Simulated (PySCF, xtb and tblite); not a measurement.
Torsional profile of SMILES Cc1ccsc1-c1sccc1C (C10H10S2). Scanned: dihedral S5–C6–C7–S8; all other coordinates were relaxed at GFN2-xTB. Points at φ and −φ are mirror images. Heavy atoms are numbered in the order of the SMILES Cc1ccsc1-c1sccc1C, hydrogens after them in the order of the atoms that carry them; the mirror image has the same energies with the sign of each dihedral reversed. Each profile is relative to its own lowest point.

| φ / ° | A | B | C |
|---|---|---|---|
| -150 | 4.6 | 0.3 | 1.5 |
| -120 | 1.1 | 1.6 | 0.2 |
| -90 | 0.0 | 2.8 | 0.1 |
| -60 | 0.6 | 2.1 | 0.0 |
| -30 | 4.3 | 3.3 | 2.6 |
| 0 | 14.9 | 8.5 | 10.3 |
| 30 | 4.3 | 3.3 | 2.6 |
| 60 | 0.6 | 2.1 | 0.0 |
| 90 | 0.0 | 2.8 | 0.1 |
| 120 | 1.1 | 1.6 | 0.2 |
| 150 | 4.6 | 0.3 | 1.5 |
| 180 | 6.7 | 0.0 | 2.9 |

Energies in kcal/mol.

Problem. Which curve belongs to which method? The methods are GFN2-xTB run with xtb and tblite; restricted Hartree-Fock/LANL2DZ, with its core potentials past Ne // GFN2-xTB in PySCF; restricted Hartree-Fock/STO-3G // GFN2-xTB run with PySCF.

Solution. A is RHF/LANL2DZ; B is GFN2-xTB; C is RHF/STO-3G.
